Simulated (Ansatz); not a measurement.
System: sum formula TiOBr, net charge 0, doublet state. The spin state was set by rule; other spins were not relaxed. 
Geometry from a B3LYP-D3(BJ)/def2-TZVP (Ansatz, a quantum-chemistry and plane-wave program) optimisation:
```xyz
3

Ti     1.1268    -0.4109     0.0109
O      2.1195    -0.3921    -1.2663
Br    -1.1928     0.3479     0.2826
```
Charge 0, spin multiplicity 2.

Wanted: atomisation energy (electronic, to ground-state atoms), in eV. Correlated levels leave the core frozen unless marked. Open shells are spin-unrestricted. Spin-orbit coupling is left out. Frozen are the shells of the preceding noble gas and the d and f shells that filled before the atom's block. No relativistic terms. 

```
level                               program  atomisation energy (eV)
---------------------------  --------------  -----------------------
HF/def2-QZVPPD                       Ansatz                     5.67
RI-HF/def2-TZVPP                     Ansatz                     5.70
PBE0-D3(BJ)/def2-TZVPD       Ansatz + dftd3                    11.15
PBE0-D4/def2-TZVP            Ansatz + dftd4                    11.13
CAM-B3LYP-D3(BJ)/def2-TZVPD  Ansatz + dftd3                    10.94
LC-wPBE/def2-TZVPD                   Ansatz                    11.30
RI-MP2/def2-QZVPPD                   Ansatz                    11.58
CCSD/STO-3G                          Ansatz                    12.93
CCSD/def2-SVP                        Ansatz                     9.35
```

The Hartree-Fock reference is unstable (checked in the largest basis), which strains HF and MP2.
